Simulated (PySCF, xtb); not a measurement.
CH7OPSi, SMILES CO[SiH2]P. Other conformers were not sampled.

Harmonic wavenumbers (cm⁻¹) from GFN2-xTB in xtb at its own minimum, in rising order: 77, 103, 109, 159, 287, 442, 469, 609, 669, 682, 725, 763, 795, 1129, 1133, 1143, 1160, 1416, 1477, 1483, 2196, 2307, 2315, 2398, 2935, 2957, 2990.

### Question
What does B3LYP-D3(BJ)/def2-SVP (PySCF) give at its own minimum? (An estimate is asked for; the answer gives what the named calculation found.)

### Answer
83, 100, 125, 174, 263, 430, 475, 652, 714, 761, 775, 893, 946, 1091, 1151, 1177, 1210, 1475, 1475, 1480, 2188, 2248, 2370, 2386, 2986, 3053, 3107. Paired by order, the mean absolute difference is 44 cm⁻¹ and the zero-point energies are 47.1 and 48.3 kcal/mol.
